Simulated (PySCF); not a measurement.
## Polarisability and C₆ of Co⁺ (cobalt, charge +1)

[Ar] 3d7 4s1, high-spin 5F determinant (an excited configuration). Computed with PySCF 2.14 in aug-cc-pVTZ with one added diffuse shell each of s, p, d, f, g type (9s8p6d4f3g, 118 functions), with the non-relativistic Hamiltonian (point nucleus). Coupled (time-dependent) response in atomic units; α is the mean over directions.

| method | mean α (bohr³) | C₆ (like pair) | S(−4) |
| --- | --- | --- | --- |
| PBEsol | 23.21 | 111.4 | 432.3 |

S(−4) is the Cauchy moment in α(ω) = α(0) + S(−4) ω² + …

α(iu) at PBEsol:

```
u (hartree)  α(iu) (bohr³)
          0          23.21
     0.0500          22.18
      0.100          19.67
      0.200          14.00
      0.300          10.00
      0.500          5.935
      0.750          3.820
       1.00          2.790
       1.50          1.779
       2.00          1.274
       3.00         0.7684
       5.00         0.3777
```

A single London oscillator, α(iu) = α/(1 + u²/ω²), gives C₆ = (3/4) ω α². Matching the computed C₆ needs ω = 4 × 111.4 / (3 × 23.21²) = 0.276 hartree.

For an ion, C₆ is the dispersion term alone; charge-induced terms of lower order in 1/R come first.
